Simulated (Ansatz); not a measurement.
`N#[C][Al]([Cl])[Cl]` + HBr → `[Cl][Al]([Cl])[Br]` + `C#N` at 400 K and 1 bar (ligand exchange at the Al–C bond).

Isolated molecules relaxed with PBE0-D4/def2-TZVP in Ansatz; ΔE leaves out vibrations. CBS: MP2 limit from def2 TZ/QZ plus the TZ coupled-cluster correction, frozen cores. This one scheme is used for every species. For Br outer-core shells are correlated without core-valence functions, which leaves a few kJ/mol of doubt a bond. Scalar relativity is left out up to krypton.

```json
{"species": "`N#[C][Al]([Cl])[Cl]`", "CCSD(T)/CBS energy (Eh)": "-1254.46678", "H − E (kJ/mol)": "57.9", "S (J/(mol·K))": "365.8"}
{"species": "HBr", "CCSD(T)/CBS energy (Eh)": "-2573.91920", "H − E (kJ/mol)": "27.6", "S (J/(mol·K))": "207.2"}
{"species": "`[Cl][Al]([Cl])[Br]`", "CCSD(T)/CBS energy (Eh)": "-3735.10209", "H − E (kJ/mol)": "36.2", "S (J/(mol·K))": "356.4"}
{"species": "`C#N`", "CCSD(T)/CBS energy (Eh)": "-93.32098", "H − E (kJ/mol)": "56.1", "S (J/(mol·K))": "211.9"}
```

H − E and S are ideal-gas, rigid-rotor, harmonic terms from PBE0-D4/def2-TZVP. 1 Eh = 2625.50 kJ/mol, R = 8.31446 J/(mol·K).

Question: By hand: ΔE, ΔH, ΔS and ΔG.

Answer: ΔE = (-3735.10209) + (-93.32098) − (-1254.46678) − (-2573.91920) = -0.03709 Eh = -97.4 kJ/mol. Δ(H − E) = 36.2 + 56.1 − 57.9 − 27.6 = 6.8, so ΔH = -90.6 kJ/mol. ΔS = 356.4 + 211.9 − 365.8 − 207.2 = -4.7 J/(mol·K). ΔG = -90.6 − 400 × (-4.7)/1000 = -88.7 kJ/mol.

Question: By hand: the equilibrium constant, and the temperature at which ΔG would vanish if ΔH and ΔS stayed fixed.

Answer: log₁₀ K = −ΔG/(RT ln 10) = 11.6. ΔG = 0 at ΔH/ΔS = 19277 K, far beyond where these terms or the molecules hold.

The number of gas molecules stays the same, so ΔS is small and ΔH decides. A doubt of 5 kJ/mol in ΔE shifts log₁₀ K by 0.7 here. These are equilibria of isolated gas molecules and say nothing of rates. Largest T1 diagnostic: 0.014 (customary marks: 0.02 for closed shells, 0.045 for open ones).
